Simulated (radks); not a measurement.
Ce2+, configuration [Kr] 4d10 4f2.5 5s1.5 5p6 (fractional occupations, a model configuration).

Method: scalar-relativistic Kohn-Sham, PBE, spin-polarised, spherical densities, finite nucleus; open shells are filled with parallel spins first (spin-orbit coupling, left out, can overturn this in heavy ions); Fermi nuclear charge, rms radius 4.8771 fm; computed with a radial shooting solver on a logarithmic mesh with Libxc functionals.

Energy parts (eV):
part                      energy
total                 -241060.77
kinetic                255473.39
electron-nucleus      -583607.76
Hartree                 92770.23
exchange-correlation    -5696.64

Orbitals (lengths in bohr, moments of r in powers of bohr; <r^-3> diverges for s and p1/2):
[
 {"orbital": "1s up", "occ.": "1", "eigenvalue (eV)": "-40272.42", "<r^-3>": "-", "<r^4>": "1.776e-06", "<r^2>": "0.0008209"},
 {"orbital": "1s down", "occ.": "1", "eigenvalue (eV)": "-40272.37", "<r^-3>": "-", "<r^4>": "1.776e-06", "<r^2>": "0.0008209"},
 {"orbital": "2s up", "occ.": "1", "eigenvalue (eV)": "-6452.286", "<r^-3>": "-", "<r^4>": "0.0002930", "<r^2>": "0.01306"},
 {"orbital": "2s down", "occ.": "1", "eigenvalue (eV)": "-6452.261", "<r^-3>": "-", "<r^4>": "0.0002930", "<r^2>": "0.01306"},
 {"orbital": "2p up", "occ.": "3", "eigenvalue (eV)": "-5779.657", "<r^-3>": "7973", "<r^4>": "0.0002144", "<r^2>": "0.01041"},
 {"orbital": "2p down", "occ.": "3", "eigenvalue (eV)": "-5779.631", "<r^-3>": "7973", "<r^4>": "0.0002144", "<r^2>": "0.01041"},
 {"orbital": "3s up", "occ.": "1", "eigenvalue (eV)": "-1391.932", "<r^-3>": "-", "<r^4>": "0.01191", "<r^2>": "0.08870"},
 {"orbital": "3s down", "occ.": "1", "eigenvalue (eV)": "-1391.382", "<r^-3>": "-", "<r^4>": "0.01189", "<r^2>": "0.08865"},
 {"orbital": "3p up", "occ.": "3", "eigenvalue (eV)": "-1177.958", "<r^-3>": "1596", "<r^4>": "0.01244", "<r^2>": "0.08872"},
 {"orbital": "3p down", "occ.": "3", "eigenvalue (eV)": "-1177.408", "<r^-3>": "1597", "<r^4>": "0.01242", "<r^2>": "0.08866"},
 {"orbital": "3d up", "occ.": "5", "eigenvalue (eV)": "-873.9752", "<r^-3>": "218.8", "<r^4>": "0.01034", "<r^2>": "0.07579"},
 {"orbital": "3d down", "occ.": "5", "eigenvalue (eV)": "-873.5425", "<r^-3>": "219.0", "<r^4>": "0.01031", "<r^2>": "0.07571"},
 {"orbital": "4s up", "occ.": "1", "eigenvalue (eV)": "-285.7466", "<r^-3>": "-", "<r^4>": "0.3099", "<r^2>": "0.4612"},
 {"orbital": "4s down", "occ.": "1", "eigenvalue (eV)": "-284.1109", "<r^-3>": "-", "<r^4>": "0.3090", "<r^2>": "0.4606"},
 {"orbital": "4p up", "occ.": "3", "eigenvalue (eV)": "-216.1733", "<r^-3>": "340.1", "<r^4>": "0.4097", "<r^2>": "0.5226"},
 {"orbital": "4p down", "occ.": "3", "eigenvalue (eV)": "-214.4981", "<r^-3>": "340.5", "<r^4>": "0.4082", "<r^2>": "0.5217"},
 {"orbital": "4d up", "occ.": "5", "eigenvalue (eV)": "-116.1423", "<r^-3>": "37.91", "<r^4>": "0.7068", "<r^2>": "0.6562"},
 {"orbital": "4d down", "occ.": "5", "eigenvalue (eV)": "-114.3846", "<r^-3>": "38.00", "<r^4>": "0.7039", "<r^2>": "0.6546"},
 {"orbital": "4f up", "occ.": "2.5", "eigenvalue (eV)": "-13.0247", "<r^-3>": "3.603", "<r^4>": "13.66", "<r^2>": "2.117"},
 {"orbital": "4f down", "occ.": "0", "eigenvalue (eV)": "-11.3379", "<r^-3>": "3.497", "<r^4>": "17.97", "<r^2>": "2.354"},
 {"orbital": "5s up", "occ.": "1", "eigenvalue (eV)": "-50.5956", "<r^-3>": "-", "<r^4>": "10.50", "<r^2>": "2.672"},
 {"orbital": "5s down", "occ.": "0.5", "eigenvalue (eV)": "-48.9073", "<r^-3>": "-", "<r^4>": "10.90", "<r^2>": "2.717"},
 {"orbital": "5p up", "occ.": "3", "eigenvalue (eV)": "-33.7724", "<r^-3>": "47.22", "<r^4>": "19.94", "<r^2>": "3.619"},
 {"orbital": "5p down", "occ.": "3", "eigenvalue (eV)": "-32.3821", "<r^-3>": "45.41", "<r^4>": "21.13", "<r^2>": "3.716"}
]

The highest occupied level is 4f up at -13.025 eV. Summed over all electrons, <r^2> = 43.49 bohr^2, which gives a Langevin (diamagnetic) susceptibility term of -34.4 x 10^-6 cm^3/mol. The density falls to 0.001 e/bohr^3 at r = 3.71 bohr. The electron density at the nucleus is 3.976e+05 e/bohr^3 (large components only).
